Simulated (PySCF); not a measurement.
Computed shifts of a molecule C4H10BN, PBE/pcSseg-1 in PySCF, GIAO, gas phase, equivalent atoms averaged, in ppm (number of nuclei): ¹³C: 55.1 (1), 31.6 (1), 23.9 (1), 2.3 (1). ¹⁵N: 142.2 (1). ¹H: 4.22 (1), 3.66 (1), 3.55 (1), 2.17 (1), 1.97 (1), 1.35 (1), 1.07 (1), 0.67 (3). References: ¹³C against TMS (σ = 182.0 ppm); ¹¹B against BF3 (σ = 83.9 ppm); ¹⁵N against NH3 (σ = 267.0 ppm); ¹H against TMS (σ = 31.49 ppm), references at their B3LYP-D3(BJ)/def2-TZVP geometries, non-relativistic. Coordinates come from a PBE0-D3(BJ)/def2-SVP optimisation. One conformer was computed; it need not be the lowest.

Task: Identify the compound among the candidates.
A) CC1CB(N)C1
B) C[C@H]1CCB1N
C) CNB1CCC1
D) CB1CCCN1

Result: D, CB1CCCN1
